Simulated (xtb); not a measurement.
Harmonic IR lines of one isomer of CH$_{5}$NSi$_{2}$, unscaled. All values below come from GFN2-xTB run with xtb 6.7.1.

wavenumber (cm⁻¹): 393 (w), 416 (w), 517 (w), 599 (w), 659 (m), 771 (w), 778 (s), 799 (w), 1210 (m), 1736 (w), 2221 (w), 2229 (w), 2247 (vs), 2253 (m), 3192 (w)

**Question.** Say which structure gives these lines.
A) `[SiH2]=CN=[SiH2]`
B) `C1N=[SiH][SiH2]1`
C) `C1=[SiH][SiH2]N1`
D) `N=C1[SiH2][SiH2]1`

**Answer.** D, `N=C1[SiH2][SiH2]1`
